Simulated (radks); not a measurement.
Isoelectronic series with 13 electrons, all held in the configuration [Ne] 3s2 3p1, which need not be the ground one along the series. All-electron calculation, scalar-relativistic Kohn-Sham, PBE, spin-polarised, spherical densities, point nucleus; open shells are filled with parallel spins first (spin-orbit coupling, left out, can overturn this in heavy ions). Program: a radial shooting solver on a logarithmic mesh with Libxc functionals. Total energies (hartree) and orbital eigenvalues (eV):

| ion | E (hartree) | 3p up | 3s down | 3s up | 2p down |
|---|---|---|---|---|---|
| Al | -242.69177 | -3.0102 | -7.2816 | -8.0459 | -69.5220 |
| S3+ | -396.55850 | -40.9924 | -51.2979 | -52.9851 | -198.1434 |
| K6+ | -590.18003 | -108.6168 | -125.0368 | -127.4915 | -391.0318 |
| Ti9+ | -823.71416 | -204.3755 | -227.1153 | -230.2934 | -646.4852 |
| Mn12+ | -1097.44565 | -327.9540 | -357.3494 | -361.2321 | -964.2620 |
| Ni15+ | -1411.73503 | -479.3040 | -515.8334 | -520.4121 | -1344.458 |
| Ga18+ | -1767.00920 | -658.4831 | -702.7874 | -708.0584 | -1787.319 |
| Se21+ | -2163.76028 | -865.6062 | -918.5139 | -924.4765 | -2293.182 |
| Rb24+ | -2602.54750 | -1100.828 | -1163.384 | -1170.039 | -2862.458 |
| Zr27+ | -3084.00045 | -1364.337 | -1437.832 | -1445.183 | -3495.620 |
| Tc30+ | -3608.82348 | -1656.347 | -1742.358 | -1750.408 | -4193.200 |
| Pd33+ | -4177.80101 | -1977.101 | -2077.527 | -2086.281 | -4955.790 |
| In36+ | -4791.80395 | -2326.868 | -2443.979 | -2453.443 | -5784.034 |
